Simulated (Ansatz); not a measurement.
The vertical ionisation energy down a group: O to Se

One atom is swapped for its congeners: BH2(OH); BH2(SH); BH2(SeH). All are singlets with charge 0.

Shapes, held fixed at every level: PBE0-D4/def2-TZVP. Programs: Ansatz 0.2.0. Values in eV.

Q: How should the vertical ionisation energy change along the series?

A: At CCSD(T)/def2-TZVPP the vertical ionisation energy falls at every step, from 12.06 to 10.28 eV. Every level shows the same order. Relativity is left out for Se unless named. Correlated rows may include outer-core shells of Se, which these sets cover unevenly. The lone pairs of the heavier congeners lie higher, so an electron comes off more easily. Spin-orbit coupling, which grows down the group, is left out.

```csv
level,BH2(OH),BH2(SH),BH2(SeH)
PBE-D4/def2-TZVPP,11.45,11.04,10.38
B3LYP-D4/def2-TZVPP,11.81,11.03,10.39
PBE0-D4/def2-TZVPP,11.75,10.97,10.31
B2PLYP/def2-TZVPP,11.84,10.93,10.29
CCSD/def2-TZVPP,12.13,10.82,10.18
CCSD(T)/def2-TZVPP,12.06,10.93,10.28
```
